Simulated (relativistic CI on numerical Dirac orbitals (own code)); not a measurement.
**Fe⁺ in a cubic cluster: L2,3 absorption with charge transfer**

Computed with a charge-transfer multiplet model of a cubic metal-ligand cluster with up to 2 ligand holes, Slater and spin-orbit integrals from Dirac-Coulomb-Breit ions, Slater integrals scaled by 0.7. The ground state mixes d7 with configurations of k ligand holes L, whose averages lie at kΔ + k(k − 1)U_dd/2; a core hole lowers each added d electron by U_cd. 20 K, Lorentzian 0.4 eV and Gaussian 0.3 eV FWHM.

Atomic integrals in eV (Slater integrals scaled, ζ unscaled), ground: F2dd 6.782, F4dd 4.176, zeta_d 0.042; with the core hole: F2dd 7.386, F4dd 4.556, zeta_d 0.059, zeta_core 8.141, F2cd 4.321, G1cd 3.173, G3cd 1.802.

Cluster parameters (eV): Δ = 5.8, U_dd = 7, 10Dq = 0.4, 10Dq(ligand) = 0.1, V(eg) = 2.15, V(t2g) = -1.15, final-state hopping factor = 1.

```tsv
Case	n_d	d7	d8L	d9L2	S
U_cd = 6.9 eV	7.15	0.85	0.14	0.00	1.50
U_cd = 8.1 eV	7.15	0.85	0.14	0.00	1.50
U_cd = 8.7 eV	7.15	0.85	0.14	0.00	1.50
U_cd = 9.3 eV	7.15	0.85	0.14	0.00	1.50
U_cd = 9.9 eV	7.15	0.85	0.14	0.00	1.50
```

Weights, n_d and S are thermal averages at 20 K. Photon energies count from the first peak over 30 % of the highest in each spectrum, which can be another peak from case to case. The parameters are a model scan and need not match a compound or its usual spin state. Peaks in eV (height, largest 100):
- U_cd = 6.9 eV: 0.0 (56), 0.8 (100), 1.2 (97), 2.1 (95), 14.2 (35)
- U_cd = 8.1 eV: 0.0 (58), 0.9 (100), 1.2 (98), 2.1 (98), 14.3 (33)
- U_cd = 8.7 eV: 0.0 (59), 0.9 (100), 1.2 (98), 2.1 (99), 14.3 (32)
- U_cd = 9.3 eV: 0.0 (60), 0.9 (100), 1.2 (98), 2.1 (99), 14.4 (30)
- U_cd = 9.9 eV: 0.0 (60), 0.9 (100), 2.0 (99), 7.4 (6), 14.5 (30)

For the case U_cd = 8.7 eV, Δ = 5.8 eV is smaller than U_dd = 7 eV, the charge-transfer side of the Zaanen-Sawatzky-Allen scheme. With the core hole the configuration with one ligand hole lies at Δ + U_dd − U_cd = 5.9, 4.7, 4.1, 3.5, 2.9 eV from the one without, in the order of the table; where this is negative the screened configuration lies lower, though the effective hopping of about 3.1 eV (from the holes of the mixed ground state) mixes the two strongly wherever it is as large as the gap.
